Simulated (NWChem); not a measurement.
Species: GeNH$_{4}$Cl; SMILES [NH2][GeH2][Cl]

```xyz
7

Ge     0.4070    -0.4449     0.0512
N     -0.9644    -1.6269     0.1810
Cl    -0.2571     1.5960    -0.3598
H      1.2870    -0.8543    -1.1337
H      1.1298    -0.3942     1.4006
H     -1.6034    -1.4709     0.9561
H     -1.5033    -1.7662    -0.6696
```
Atoms are numbered in this order, from 1.

Program: NWChem. Coordinates come from a PBE0/def2-SVP optimisation. Static field.

Predict the results for LC-BLYP (range parameter 0.33 per bohr)/def2-SVPD. Quantities: isotropic polarisability (bohr³); anisotropy (bohr³).


```yaml
isotropic polarisability (bohr³): 54.8
anisotropy (bohr³): 14.0
```
